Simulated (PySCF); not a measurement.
**Bond length, frequency and bond energy of RbSr by level of theory**

State: ²Σ⁺ (doublet), unpaired electrons σ ↑. Set-up: Rb def2-SVP with ECP28, Sr def2-SVP with ECP28; scalar-relativistic core potentials (PySCF 2.14). De refers to Rb + Sr in their ground configurations, without counterpoise correction. The functionals are run spin-unrestricted. A positive dipole means Rb(−)Sr(+). Levels whose curve was spin-contaminated or gave no clean fit are not listed.

```
       Level  Re (Å)  ωe (cm⁻¹)  De (eV)  μ (D)  CPU s a point (SCF and correlation, without the integrals)
    ROHF-MP2   5.181       24.8    0.090    n/a                                                        0.17
ROHF-SCS-MP2   5.267       22.8    0.075    n/a                                                         n/a
   ROHF-CCSD   5.128       26.4    0.093    n/a                                                         n/a
ROHF-CCSD(T)   5.060       28.3    0.107    n/a                                                          11
         PBE   4.645       43.6    0.193  -1.44                                                        0.53
      revPBE   4.738       41.2    0.165  -1.63                                                        0.36
        BP86   4.684       40.3    0.149  -1.24                                                        0.34
      r²SCAN   4.718       43.1    0.207  -2.49                                                        0.86
        PBE0   4.689       42.2    0.172  -1.78                                                        0.84
      M06-2X   4.484       50.3    0.282  -0.07                                                         3.2
```

The bond length runs from 4.484 Å (M06-2X) to 5.267 Å (ROHF-SCS-MP2). De spans 0.07 eV (ROHF-SCS-MP2, perturbation theory) to 0.28 eV (M06-2X, hybrid meta-GGA).

Correlated steps freeze no core orbitals. The bond is weak. Basis-set superposition, not corrected here, can be much of De in a small basis, most of all at correlated wavefunction levels. Functionals without a dispersion term scatter widely for such bonds, and LDA overbinds them. Spin–orbit coupling is left out. The state was picked by a PBE0 search and need not be the measured ground state.

The whole job (state search and all levels along the bond) took about 3.4 min on 1 thread of Arm Neoverse V1 (shared host), peak memory 0.63 GiB.
